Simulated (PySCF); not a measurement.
**s to d promotion along the 4d series**

Calculated with PySCF 2.14 from differences of total energies of unrestricted determinants, without spin-orbit coupling. Basis: def2-TZVPPD with the def2 core potential (28 electrons), ECP. Energy of d^(n+1) s¹ above d^n s² in eV (negative where d^(n+1) s¹ lies lower), between high-spin terms; measured values are centres of gravity of the terms (NIST).

```
element                         terms     UHF     LDA     PBE  r2SCAN    PBE0  MP2 (valence and next inner shell)  CCSD(T) (valence)  CCSD(T) (valence and next inner shell)  measured
     Zr   4d2 5s2 (3F) → 4d3 5s1 (5F)   0.005   0.133  -0.023  -0.321   0.000                               0.477              0.674                                   0.665     0.588
     Mo   4d4 5s2 (5D) → 4d5 5s1 (7S)  -2.195  -1.843  -1.968  -2.302  -2.047                              -1.859             -1.586                                  -1.554       n/a
     Ru   4d6 5s2 (5D) → 4d7 5s1 (5F)  -0.682  -0.947  -1.151  -1.055  -1.131                              -0.663             -0.744                                  -0.593    -0.867
     Rh   4d7 5s2 (4F) → 4d8 5s1 (4F)  -1.309  -1.788  -1.856  -1.795  -1.830                              -1.604             -1.535                                  -1.396       n/a
     Ag  4d9 5s2 (2D) → 4d10 5s1 (2S)  -3.709  -3.913  -3.886  -3.871  -3.957                              -4.099             -3.996                                  -3.767    -3.971
```

Which way does each method err?

Mean (and mean absolute) errors over the 3 elements with all values: UHF -0.04 (0.34) eV; LDA -0.16 (0.20) eV; PBE -0.27 (0.33) eV; r2SCAN -0.33 (0.40) eV; PBE0 -0.28 (0.29) eV; MP2 (valence and next inner shell) -0.01 (0.15) eV; CCSD(T) (valence) 0.06 (0.08) eV; CCSD(T) (valence and next inner shell) 0.19 (0.19) eV. A negative mean favours the extra d electron, a positive one the s² configuration.
